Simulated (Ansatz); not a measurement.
Basis sets compared for the cluster Tl₃Cl₃⁺. The state is a doublet with charge 1. Geometry PBE-D4/def2-SVP. Ansatz on 4 threads of Arm Neoverse V2 on a shared host; times are rough, and most runs start from earlier orbitals.

```xyz
6

Tl   -0.3363    2.3334    1.8200
Tl   -2.8639   -1.9549   -1.2798
Tl    2.8339   -0.7404   -0.5512
Cl   -0.0197   -1.3146   -1.2008
Cl    2.1231    1.2913    1.1624
Cl   -1.7370    0.3852    0.0493
```

In the def2 sets Tl takes a core potential; there is no spin–orbit coupling. In the doublet, Cl4 and Cl6 lie 2.72 Å apart (atoms count from 1), so these atoms are partly bonded to each other. Another isomer (doublet) lies 0.22 eV lower at PBE0-D4/def2-TZVP; other spin states weren't run for this one.

| level | functions | energy (Eh) | HOMO (eV) | LUMO (eV) | wall time |
| --- | --- | --- | --- | --- | --- |
| PBE-D4/def2-SVP | 132 | -1897.2778 | -9.86 | -9.16 | 3.5 s |
| PBE0-D4/def2-SVP | 132 | -1897.2712 | -10.81 | -8.46 | 6 s |

(1) Estimate the rows for PBE-D4/def2-TZVP (with forces), PBE0-D4/def2-TZVP.

## Answers

(1) 
```tsv
level	functions	energy (Eh)	HOMO (eV)	LUMO (eV)	wall time
PBE-D4/def2-TZVP (with forces)	261	-1897.7603	-9.96	-9.28	9 s
PBE0-D4/def2-TZVP	261	-1897.7424	-10.90	-8.55	27 s
```
